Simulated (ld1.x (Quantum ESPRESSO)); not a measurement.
Configuration tests for molybdenum (Mo) (TM semilocal)

```
Element                 : Mo (Z = 42)
Generator               : ld1.x (Quantum ESPRESSO) 7.5
Type                    : norm-conserving Troullier–Martins (semilocal form)
Functional              : PBEsol
Relativity              : scalar-relativistic
Frozen core             : [Ar] 3d10 4s2
Valence charge          : 12
Reference configuration : 4p6 4d6 5s0 5p0
Partial waves           : 5s (bound, empty): rc 3.00 bohr; 4d (bound): rc 2.15 bohr; 4p (bound): rc 1.65 bohr
Local potential         : the p channel
Core correction         : none
```

Energies are relative to the spin-unpolarised reference configuration 4p6 4d6 5s0 5p0; without spin polarisation the order of configurations can differ from experiment. The frozen-core shift is the all-electron ΔE with the core orbitals held at their reference shape minus the fully relaxed ΔE.

```tsv
valence configuration	charge	ΔE all-electron (eV)	error AE − PS (meV)	frozen-core shift (meV)
4p6 4d5 5s1 5p0	0	-0.774	-13	-0.2
4p6 4d4 5s0 5p0	+2	21.586	-5.8	+11
4p6 4d5 5s0.5 5p0	+0.5	1.968	-4.7	-0.3
4p6 4d3 5s0 5p0	+3	48.310	-12	+60
4p6 4d4 5s1 5p1	0	2.988	+32	+7.9
```

**Question.** What are ΔE and the potential's error for 4p6 4d5 5s0 5p0?

**Answer.** ΔE = 6.131 eV all-electron; the error (AE − PS) is -0.6 meV.

**Question.** What are ΔE and the potential's error for 4p6 4d4 5s2 5p0?

**Answer.** ΔE = -0.596 eV all-electron; the error (AE − PS) is -70 meV.

ld1.x printed “convergence not achieved” for 4 of the counted tests; their residual had stalled under 1e-8, short of the target of 1e-14. A variational frozen-core shift is positive and of second order in the change. This column holds negative values, so the frozen-core run of ld1.x carries numerical noise or an error of first order here, and the column gives no more than the rough size of the effect.
